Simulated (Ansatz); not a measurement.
Geometry optimisation, UHF/def2-SVP in Ansatz.

Input file:

```yaml
crystal:
  periodic: [false, false, false]
  atoms:
    - { symbol: Zn, position_ang: [-3.0e-06, -6.0e-06, -0.432894] }
    - { symbol: Cl, position_ang: [2.7e-05, 4.7e-05, 3.008835] }
    - { symbol: Cl, position_ang: [-4.0e-06, -6.0e-06, -2.61244] }
    - { symbol: F, position_ang: [-2.0e-05, -3.5e-05, 4.576498] }
magnetization:
  spin_polarized: true
  initial_magnetization: 1
basis:
  gaussian: { orbitals: def2-SVP }
hamiltonian:
  xc: hf
relax:
  f_tol: 0.03
  max_steps: 50
output:
  orbitals: {}
```

Run as:

```bash
$ ansatz run input.yaml --threads 2 --pin off --max-ram 3072MiB --backend cpu --events-out ev --progress --plain --runs-dir out
```

Question: Where does it end, and by what steps?

Answer: The forces met the threshold. After 3 steps the energy has fallen by 0.052 eV; F4 moved furthest, 0.20 Å.

```csv
step,energy less start (eV),largest force component (eV/Å),accepted
0,0.0000,2.046,yes
1,-0.0391,0.994,yes
2,-0.0516,0.180,yes
3,-0.0521,0.014,yes
```

```xyz
4
Properties=species:S:1:pos:R:3
Zn 0.000 0.000 -0.610
Cl 0.000 -0.001 3.163
Cl 0.000 0.000 -2.792
F 0.000 0.001 4.779
```

Whether the end is a true minimum wasn't checked by a vibrational analysis.

The run took 5.8 s on 2 threads of Arm Neoverse V2 (shared host), peak memory 0.21 GiB.
